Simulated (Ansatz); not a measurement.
Geometry optimisation, RKS PBE0/def2-SVP in Ansatz 0.2.0.

The input (input.yaml):

```yaml
crystal:
  periodic: [false, false, false]
  atoms:
    - { symbol: Al, position_ang: [-0.022911, -0.357559, -0.102773] }
    - { symbol: F, position_ang: [-0.018355, -0.663036, 1.55009] }
    - { symbol: O, position_ang: [1.429262, -0.222348, -0.960616] }
    - { symbol: H, position_ang: [2.282436, -0.394902, -0.55423] }
    - { symbol: O, position_ang: [-1.48399, -0.266966, -0.943296] }
    - { symbol: H, position_ang: [-2.345174, -0.338094, -0.526452] }
    - { symbol: P, position_ang: [-0.00538, 2.837583, 1.269572] }
    - { symbol: H, position_ang: [1.241275, 2.93271, 1.961059] }
    - { symbol: H, position_ang: [0.639432, 2.544582, 0.022892] }
    - { symbol: H, position_ang: [-0.151096, 1.46043, 1.616155] }
basis:
  gaussian: { orbitals: def2-SVP }
hamiltonian:
  xc: pbe0
relax:
  f_tol: 0.03
  max_steps: 50
```

Command:

```bash
$ ansatz run input.yaml --threads 2 --pin off --max-ram 3072MiB --backend cpu --events-out ev --progress --plain --runs-dir out
```

Task: Where does it end, and by what steps?

Result: The forces met the threshold. After 9 steps the energy has fallen by 0.059 eV; H9 moved furthest, 0.41 Å.

```csv
step,energy less start (eV),largest force component (eV/Å),accepted
0,0.0000,0.304,yes
1,-0.0253,0.505,yes
2,-0.0382,0.532,yes
3,-0.0499,0.376,yes
4,-0.0543,0.164,yes
5,-0.0563,0.053,yes
6,-0.0573,0.068,yes
7,-0.0583,0.061,yes
8,-0.0586,0.046,yes
9,-0.0587,0.014,yes
```

```xyz
10
Properties=species:S:1:pos:R:3
Al 0.040 -0.259 -0.011
F 0.070 -0.916 1.522
O 1.466 -0.089 -0.909
H 2.340 -0.275 -0.563
O -1.432 0.029 -0.790
H -2.292 -0.179 -0.422
P -0.017 2.769 1.060
H 1.176 2.784 1.847
H 0.653 2.141 -0.042
H -0.439 1.527 1.640
```

Whether the end is a true minimum wasn't checked by a vibrational analysis.

The run took 30 s on 2 threads of Arm Neoverse V1 (shared host), peak memory 0.22 GiB.
